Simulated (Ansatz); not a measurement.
The cluster Sn₂F⁺. Charge 1, multiplicity 1. Geometry relaxed at r2SCAN-D4/def2-TZVP.

```xyz
3

Sn    0.294   -1.254   -0.905
Sn    0.495    1.469    0.272
F    -0.789   -0.215    0.632
```

In the def2 sets Sn takes a core potential; there is no spin–orbit coupling. The restricted singlet is unstable: a solution with broken spin symmetry lies lower. The geometry of the singlet was relaxed on an unsound state (restricted singlet, unstable towards broken spin symmetry). At r2SCAN-D4/def2-TZVP a triplet of charge 1 lies 0.13 eV below the restricted singlet, each at its own geometry. The structure comes from a short search, and lower isomers may exist.

Problem. Estimate the harmonic wavenumbers at RKS r2SCAN-D4/def2-TZVP (Ansatz, unscaled). Is this a minimum?

Solution. 163, 277, 424 cm⁻¹. Yes, no mode is imaginary beyond noise. Zero-point energy 5.2 kJ/mol. Run time 17 s (4 threads of Arm Neoverse V2 on a shared host).
